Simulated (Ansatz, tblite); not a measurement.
Forces on the cluster Co3W⁺ at its PBE-D4/def2-SVP geometry. Total charge 1; septet.

In the def2 sets W takes a core potential; there is no spin–orbit coupling. The xTB rows come from tblite. At r2SCAN-D4/def2-TZVP the charge 1 septet is spin-contaminated (final ⟨S²⟩ up to 13.00, 12.00 for a pure state). At PBE0-D4/def2-TZVP a quintet of charge 1 lies 0.42 eV below the septet, each at its own geometry. That quintet is doubtful there (⟨S²⟩ 8.82, where a pure state has 6.00). The structure comes from a short search, and lower isomers may exist.

GFN1-xTB (tblite), largest force 12.22 eV/Å:

```xyz
4
positions Å, forces eV/Å
Co    1.554   -0.232   -0.605    9.425   -3.684    1.132
Co   -1.450    0.453    0.726   -6.277   -0.146    8.184
Co    0.219   -0.928    0.970    0.184   -1.467    1.182
W    -0.324    0.707   -1.091   -3.332    5.298  -10.498
```

GFN2-xTB (tblite), largest force 5.55 eV/Å:

```
Co 4.702 -1.964 0.390
Co -3.308 -0.154 3.981
Co 0.085 -0.361 0.366
W -1.480 2.479 -4.738
```

r2SCAN-D4/def2-TZVP (Ansatz), largest force 1.77 eV/Å:

```
Co 1.651 -0.311 -0.392
Co -1.390 0.371 0.975
Co 0.185 -0.913 0.904
W -0.447 0.853 -1.487
```
